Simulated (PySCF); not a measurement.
C6H6BF2N.
Bonds: N1–C2, C2–C3 (aromatic), C3–C4 (aromatic), C4–C5 (aromatic), C5–B6, B6–F7, B6–F8, C5–C9 (aromatic), C9–C10 (aromatic), C2–C10 (aromatic). Hydrogens: H11, H12 on N1; H13 on C3; H14 on C4; H15 on C9; H16 on C10.

All values: wB97X-D/def2-SVPD (PySCF, non-relativistic), on one gas-phase PBE0-D3(BJ)/def2-SVP geometry that isn't relaxed in the solvent. The solvent is an IEF-PCM continuum (cavity from Bondi-type radii × 1.2). Only the electrostatic response of the medium enters.

Gas phase at wB97X-D/def2-SVPD: HOMO -8.12 eV, LUMO 0.74 eV, dipole 4.76 D.

What does the continuum do to the energy, the frontier levels and the dipole at wB97X-D/def2-SVPD in acetone and water?

```csv
solvent,ε,E(solvent) − E(gas) (kJ/mol),polarisation term (kJ/mol),distortion of the solute (kJ/mol),HOMO (eV),LUMO (eV),dipole (D)
acetone,20.49,-29.71,-34.72,5.01,-7.96,0.74,6.17
water,78.36,-31.67,-37.39,5.72,-7.96,0.73,6.25
```

The first energy column is the sum of the next two and covers electrostatics alone. From acetone to water the lowering changes by a factor 1.07, Onsager's factor (ε − 1)/(2ε + 1) by 1.06 and ε itself by 3.8.

Which radius a makes the point-dipole formula ΔE = −[(ε − 1)/(2ε + 1)]·μ²/a³ give the value in water, with the gas-phase dipole?

μ = 1.872 au and |ΔE| = 0.01206 Eh give a = 2.76 Å; the farthest nucleus lies 3.77 Å from the centroid of the nuclei, so such a sphere wouldn't even hold the nuclei. The formula assumes a rigid point dipole at the centre of a sphere.

How does the static polarisability (wB97X-D/def2-SVPD, frozen core, with the continuum's full static response) change?

| medium | isotropic (au) | principal values (au) | ⟨r²⟩ of the electrons (bohr²) |
| --- | --- | --- | --- |
| gas | 94.5 | 55.0, 93.4, 135.0 | 1684.6 |
| acetone | 131.8 | 76.0, 130.6, 188.9 | 1682.1 |
| water | 134.8 | 78.3, 133.5, 192.7 | 1681.9 |

The isotropic value in water is 1.43 times the gas-phase one; no cavity-field correction is applied. ⟨r²⟩ is taken about the centre of nuclear charge.

Conformer computed: `[NH2:1][c:2]1[cH:3][cH:4][c:5]([B:6]([F:7])[F:8])[cH:9][cH:10]1`: C4–C5–B6–F7 179°, H–N1–C2–C3 -165°, H–N1–C2–C3 -18°.

The pairwise dispersion term of wB97X-D wasn't added to the energies; at a given geometry it leaves orbitals and properties as they are.
